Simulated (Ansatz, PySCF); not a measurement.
CH10O2Si3, SMILES OC[Si](O)([SiH3])[SiH3].

Geometry optimised at PBE0-D3(BJ)/def2-SVP. This is a generated structure with no PubChem entry under its InChIKey; it may be hypothetical. The values are those of a single conformer.

Vertical ionisation energy (IE) and electron affinity (EA) in eV. Rows of orbital energies are one-electron estimates. Where ΔSCF, EOM or ADC give a negative EA the extra electron is unbound and the value depends on the basis.

```json
[
 {"level": "−ε(HOMO), −ε(LUMO), HF/def2-TZVP (PySCF)", "IE": "10.12", "EA": "-2.33"},
 {"level": "−ε(HOMO), −ε(LUMO), PBE/def2-TZVP (PySCF)", "IE": "5.95", "EA": "1.65"},
 {"level": "ΔSCF, PBE0/def2-SVPD (Ansatz), final states of multiplicity 2 and 2", "IE": "9.17", "EA": "-0.53"},
 {"level": "ΔSCF, PBE/def2-SVPD (Ansatz), final states of multiplicity 2 and 2", "IE": "8.75", "EA": "-0.36"}
]
```

Q: What vertical singlet–triplet gap does ΔSCF give with PBE0/def2-SVPD (Ansatz, a quantum-chemistry and plane-wave program) and with PBE/def2-SVPD (Ansatz)? (The exact figures need the calculation; the answer reports its results.)

A: 4.89 and 4.46 eV (triplet above singlet where positive).
